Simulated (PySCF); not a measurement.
methyl(silylsulfanyl)silane (CH₈SSi₂), SMILES C[SiH2]S[SiH3].

Coordinates come from a B3LYP-D3(BJ)/def2-SVP optimisation. Other conformers were not sampled.

Two levels are set side by side: PBE/def2-TZVP (PySCF) and M06-2X/def2-TZVP (PySCF). Same geometry, gas phase. Differences are taken from unrounded values.

| quantity | M06-2X | PBE | PBE minus M06-2X |
|---|---|---|---|
| orbital gap (eV) | 9.21 | 5.29 | -3.92 |
| highest occupied level (eV) | -8.44 | -6.16 | 2.28 |
| lowest empty level (eV) | 0.77 | -0.87 | -1.64 |
| dipole moment (D) | 1.60 | 1.51 | -0.08 |
| mean polarisability (bohr³) | 84.7 | 88.2 | 3.6 |

Without exact exchange PBE keeps part of each electron's self-repulsion, which lifts occupied levels and narrows the gap. PBE's more diffuse valence density responds more strongly to a field. Differences between two approximate levels are no errors against the true value.

Rough cost on one machine, each run with all the roots and properties that it gave: M06-2X against PBE about 3 times.
